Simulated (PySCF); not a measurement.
C₅H₁₃N₂ (doublet state).
Structure used (GFN2-xTB), in Å, numbered top down from 1:
```
atom  x, y, z in Å
C1    -3.3016    0.4285   -0.5064
C2    -1.8869    0.7562   -0.0468
C3    -0.9454   -0.4325   -0.2355
N4     0.3916   -0.0928    0.1910
C5     1.4600   -0.9019   -0.1953
C6     2.7903   -0.6454    0.4111
N7     3.5123    0.5237   -0.1296
H8    -3.3087    0.1632   -1.5612
H9    -3.7019   -0.4100    0.0597
H10   -3.9567    1.2843   -0.3630
H11   -1.9023    1.0376    1.0092
H12   -1.5014    1.6060   -0.6131
H13   -0.8971   -0.7038   -1.2939
H14   -1.3422   -1.3030    0.3134
H15    0.4427    0.1874    1.1639
H16    1.4095   -1.2533   -1.2146
H17    2.6906   -0.4734    1.4879
H18    3.4422   -1.5096    0.2567
H19    2.9363    1.3534   -0.0204
H20    3.6634    0.3960   -1.1259
```

The hyperfine couplings belong to this conformer and change with its torsions.

The species is `CCCN[CH]CN` [radical].

The calculation used UKS B3LYP, pcH-1 on C H N, non-relativistic, mean-field spin-orbit, GIAO (PySCF 2.14.0). Isolated species at its GFN2-xTB geometry (one conformer only). A GFN2-xTB geometry isn't a minimum of the functional, and hyperfine couplings can be far from their values at a DFT geometry. Stability of the SCF solution: not tested.

**Question.** Where do the isotropic ENDOR lines of N4, N7, H16, H17/H18, H13/H14 and H19/H20 fall at 3362.2 mT, to first order?

**Answer.** For S = 1/2 in fast tumbling each set of equivalent nuclei gives two lines, ν± = |νn ± a/2| to first order, with νn = g_N μN B/h and μN/h = 7.62259 MHz/T.

```
 nuclei  isotope     g_N  νn (MHz)  a_iso (MHz)  lower line (MHz)  upper line (MHz)
     N4      14N  0.4038     10.35        13.76              3.47             17.23
     N7      14N  0.4038     10.35         8.36              6.17             14.53
    H16       1H  5.5857    143.15       -31.46            127.42            158.89
H17/H18       1H  5.5857    143.15        13.51            136.40            149.91
H13/H14       1H  5.5857    143.15        13.04            136.63            149.67
H19/H20       1H  5.5857    143.15        -5.27            140.52            145.79
```

**Question.** Which pairs are centred on the nuclear Larmor frequency, and which on half the coupling?

**Answer.** Centred on νn, since |a| < 2νn: N4, N7, H16, H17/H18, H13/H14 and H19/H20. No pair has |a| > 2νn.

Nuclei that the bonding pattern makes equivalent are averaged, as if the motion that swaps them (rotation, inversion, ring flip) were fast. The 1H value of +13.0 MHz is a mean of couplings from 5.0 to 21.0 MHz in this one geometry, not an average over conformers. The 1H value of +13.5 MHz is a mean of couplings from 10.1 to 16.9 MHz in this one geometry, not an average over conformers.

The largest Mulliken spin populations are on C5 (+0.82), N4 (+0.17) and N7 (+0.06). The angles at C5 add up to 351.7°, so it is slightly pyramidal.
